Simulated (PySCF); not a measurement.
# Correlation energy of S⁺ (sulfur, charge +1)

[Ne] 3s2 3p3, high-spin 4S determinant. Calculation: PySCF 2.14, in aug-cc-pVDZ-DK (5s4p2d, 27 functions); scalar relativity by spin-free X2C-1e. Frozen: [Ne]; 5 electrons correlated.

| level | correlation energy (mhartree) |
| --- | --- |
| CCSD | -88.29 |
| (T) | -1.17 |
| CCSD(T) | -89.46 |
| CCSDT | -89.74 |

Diagnostics: T1 = 0.0018, D1 = 0.0050, largest double amplitude 0.052.

Cost of the coupled-cluster step: of the order of 0.15 core-seconds, for 5 correlated electrons.
